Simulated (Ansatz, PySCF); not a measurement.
C2H15NSi4 (SMILES CN(C)[Si]([SiH3])([SiH3])[SiH3]), singlet, geometry from GFN2-xTB. Base run: PySCF with CASSCF(4,6)/STO-3G.

Here is a job for PySCF.
```python
from pyscf import gto, scf, mcscf
import numpy

mol = gto.M(
    atom='''
C     2.24707423   -0.60372498    1.05781611
N     1.49586070    0.20870651    0.13619473
C     2.27859236    0.53024233   -1.02895859
Si   -0.24038146    0.02466806    0.01110119
Si   -0.79780197   -1.98948171   -1.08488765
Si   -1.01646971    0.06253500    2.21611219
Si   -0.96864779    1.89090802   -1.19395880
H     1.66173907   -0.78740232    1.95583091
H     2.52533688   -1.57187816    0.61922412
H     3.16744367   -0.08572745    1.34304179
H     2.56044202   -0.36811078   -1.59510025
H     1.71605430    1.18953203   -1.68587806
H     3.19779808    1.04145698   -0.72810313
H    -0.30973655   -3.19348779   -0.39715118
H    -2.24813979   -2.15592091   -1.21597293
H    -0.25144636   -2.09109303   -2.44583084
H    -0.94343086   -1.24203146    2.88740910
H    -2.43778219    0.41814135    2.19903336
H    -0.36574116    1.00314462    3.13260475
H    -2.39769707    2.07866657   -0.93041451
H    -0.85230591    1.73298397   -2.64971443
H    -0.32134553    3.17086591   -0.89262422
''',
    basis='sto-3g',
    verbose=4,
)

mf = scf.RHF(mol)
mf.kernel()
mc = mcscf.CASSCF(mf, 6, 4)
mc.fix_spin_(ss=0.0)
mc.kernel()
occ = numpy.linalg.eigvalsh(mc.fcisolver.make_rdm1(mc.ci, mc.ncas, mc.nelecas))[::-1]
ss = mc.fcisolver.spin_square(mc.ci, mc.ncas, mc.nelecas)[0]
print('natural occupations', occ.round(4), ' <S^2>', round(ss, 4))
```

Programs used: Ansatz (an electronic-structure program), PySCF; a row that names a program was run with it.

The base run was repeated with changes; each row names its change, and settings that it needs were set with it.

```json
[
 {"change": "base", "ΔE vs base (kcal/mol)": "0.000", "natural occupations": "1.98 1.97 0.02 0.02 0.00 0.00", "<S^2> of the state": "0.00"},
 {"change": "conv_tol = 1e-5", "ΔE vs base (kcal/mol)": "0.015", "natural occupations": "1.98 1.97 0.02 0.02 0.00 0.00", "<S^2> of the state": "0.00"},
 {"change": "active space = 10 electrons, 9 orbitals", "ΔE vs base (kcal/mol)": "-20.37", "natural occupations": "2.00 1.98 1.98 1.97 1.97 0.03 0.02 0.02 0.02", "<S^2> of the state": "0.00"},
 {"change": "code = ansatz; correction = SC-NEVPT2, all electrons", "ΔE vs base (kcal/mol)": "-189.0", "natural occupations": "-", "<S^2> of the state": "-"},
 {"change": "correction = SC-NEVPT2", "ΔE vs base (kcal/mol)": "-186.5", "natural occupations": "1.98 1.97 0.02 0.02 0.00 0.00", "<S^2> of the state": "0.00"},
 {"change": "active space = 8 electrons, 8 orbitals", "ΔE vs base (kcal/mol)": "-17.84", "natural occupations": "1.99 1.98 1.97 1.97 0.03 0.02 0.02 0.02", "<S^2> of the state": "0.00"},
 {"change": "orbitals = fixed (CASCI)", "ΔE vs base (kcal/mol)": "11.00", "natural occupations": "2.00 1.99 0.01 0.01 0.00 0.00", "<S^2> of the state": "0.00"},
 {"change": "state_average = 2 states", "ΔE vs base (kcal/mol)": "8.34", "natural occupations": "-", "<S^2> of the state": "-"},
 {"change": "fix_spin_ = off", "ΔE vs base (kcal/mol)": "0.000", "natural occupations": "1.98 1.97 0.02 0.02 0.00 0.00", "<S^2> of the state": "0.00"},
 {"change": "active space = 8 electrons, 7 orbitals", "ΔE vs base (kcal/mol)": "-8.43", "natural occupations": "2.00 1.98 1.97 1.97 0.03 0.02 0.02", "<S^2> of the state": "0.00"},
 {"change": "orbitals = fixed (CASCI); correction = SC-NEVPT2", "ΔE vs base (kcal/mol)": "-186.6", "natural occupations": "2.00 1.99 0.01 0.01 0.00 0.00", "<S^2> of the state": "0.00"}
]
```

Active orbitals are taken around the Fermi level unless the row says otherwise; CASSCF can end in different local minima, and two programs can end on different orbitals. State-averaged rows give the lowest state.
